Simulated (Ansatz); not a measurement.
Reaction (ligand exchange at the Si–F bond): `O[SiH](F)F` + `[NH2][GeH2][OH]` → `[OH][GeH2][NH][SiH](O)F` + H–F

Program: Ansatz. Geometries: PBE0-D4/def2-TZVP. ΔE: electronic, gas phase. CCSD(T)/CBS is the MP2 limit (def2-TZVPP, def2-QZVPP) plus CCSD(T) − MP2 in def2-TZVPP, frozen cores. This one scheme is used for every species. Functionals use def2-TZVPP. For Ge outer-core shells are correlated without core-valence functions, which leaves a few kJ/mol of doubt a bond. Scalar relativity is left out up to krypton. One conformer a species, not always the lowest.

| level | ΔE (kJ/mol) |
| --- | --- |
| ωB97X-V | 61.5 |
| HF/def2-TZVPP | 85.0 |
| CCSD(T)/def2-TZVPP | 57.4 |
| MP2/CBS(def2) | 55.8 |

(1) What does CCSD(T)/CBS give? (Estimate.)

Largest T1 diagnostic among the species: 0.012.

## Answers

(1) Ansatz gave: +57.5 kJ/mol. The listed levels differ from it by 4.0, 27.5, -0.1, -1.7 kJ/mol.

In def2-TZVPP, CCSD(T) changes the Hartree–Fock value by −27.6 kJ/mol (the triples alone add −4.3 kJ/mol) and MP2 by −29.3 kJ/mol. The D4 term adds −15.1 kJ/mol with B3LYP and −8.4 kJ/mol with PBE0; it sums over pairs of atoms, weighted by their polarisabilities, and B3LYP, whose exchange is more repulsive, gets the larger term.

B3LYP here is the variant with VWN-RPA as its local correlation; programs differ in this.
